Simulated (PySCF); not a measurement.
B3LYP has the VWN-RPA correlation part, as in Gaussian. Delta-SCF ions had no search for a lower state. Excitations are Tamm–Dancoff values on a coarser integration grid. The basis has no diffuse functions, so Rydberg states are missing or too high.

Cartesian coordinates (Å):
SMILES: [SH][GeH2][GeH2][GeH2][GeH2][SH]
```xyz
16

S     -3.2708     1.7712     0.0347
Ge    -3.0485    -0.4663     0.2446
Ge    -0.7052    -1.1004    -0.0181
Ge    -0.3671    -3.5206     0.0874
Ge     1.9745    -4.1581    -0.1823
S      2.1933    -6.3964     0.0252
H     -2.7108     1.8152    -1.1970
H     -3.5626    -0.7649     1.6672
H     -3.9437    -1.1981    -0.7823
H      0.1302    -0.4067     1.0805
H     -0.2090    -0.5761    -1.3861
H     -0.8592    -4.0438     1.4573
H     -1.2066    -4.2146    -1.0080
H      2.8741    -3.4286     0.8425
H      2.4849    -3.8594    -1.6063
H      1.6369    -6.4403     1.2582
```
Charge 0, spin multiplicity 1.

### Question
Give the S1 oscillator strength, vertical ionisation energy (Delta-SCF) and brightest of the four lowest singlets (TDA) at the level PySCF 2.14.0 with B3LYP-D3(BJ)/def2-TZVP // B3LYP-D3(BJ)/def2-SVP.

### Answer

The S1 oscillator strength is 0.418 and the vertical ionisation energy (Delta-SCF) is 8.24 eV. The brightest of the four lowest singlets (TDA) is 4.60 eV.
